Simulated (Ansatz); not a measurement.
Species: HS$_{2}$ (charge 0, doublet). It need not be the lowest isomer of its formula. 
Geometry from a B3LYP-D3(BJ)/def2-TZVP (Ansatz, a quantum-chemistry and plane-wave program) optimisation:
```xyz
3

S     -0.9203     0.0126     0.4581
S      0.8239     0.0408    -0.4735
H      1.5432    -0.8556     0.2469
```
Charge 0, spin multiplicity 2.

Basis-set convergence of Hartree-Fock and CCSD(T) correlation energies (hartree) with Ansatz. Valence correlation only, unless marked. UHF or UKS for open shells. Spin-orbit coupling is left out. Non-relativistic.

```json
[
 {"basis": "def2-SVPD", "functions": "62", "E(HF)": "-795.38578", "E(corr, CCSD(T))": "-0.30260"},
 {"basis": "def2-TZVPPD", "functions": "119", "E(HF)": "-795.65968", "E(corr, CCSD(T))": "-0.38410"},
 {"basis": "def2-QZVPPD", "functions": "191", "E(HF)": "-795.68157", "E(corr, CCSD(T))": "-0.41184"}
]
```

Extrapolating the two largest sets (X = 3 and 4) as X^-3: E(corr) = (64·(-0.41184) - 27·(-0.38410))/37 = -0.4321 Eh, an estimate of the basis-set limit. The largest set recovers 95.3 % of it, the smallest 70.0 %.
